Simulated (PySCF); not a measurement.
A structure optimised at PBE0-D3(BJ)/def2-TZVP, used in a PySCF frequency run:

```xyz
5

Ge     0.0000     0.0000    -0.3271
F      0.0000     0.0000     1.4149
H      1.2747    -0.7360    -0.7559
H      0.0000     1.4719    -0.7559
H     -1.2747    -0.7360    -0.7559
```
Charge 0, spin multiplicity 1.

Task: Write its SMILES, formula and point group.

Result: [F][GeH3], FGeH3, C3v

Task: What are its rotational constants (standard atomic weights)?

Result: 77.135, 9.9489, 9.9489 GHz
